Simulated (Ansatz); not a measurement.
Ansatz results at the PBE0-D4/def2-TZVP geometry: HOMO–LUMO gap (B3LYP/def2-TZVPP) 6.75 eV; LUMO energy (B3LYP/def2-TZVPP) -0.60 eV; size of the dipole moment (ωB97M-V/def2-TZVPP) 1.96 D.

Each molecule was computed in one conformer, which needn't be the lowest.

Problem. Which molecule gave them?
A. `[SiH3][GeH3]`
B. `C[SiH](O)C(N)=O`
C. `OCN1CO[SiH2]1`
D. `C=C[Si](N)(O)O`

Solution. D. The others give `C[SiH](O)C(N)=O`: 6.52, -0.48, 4.02; `[SiH3][GeH3]`: 8.18, 0.09, 0.12; `OCN1CO[SiH2]1`: 6.11, -0.77, 1.45.

B3LYP here is the variant with VWN-RPA as its local correlation; programs differ in this.
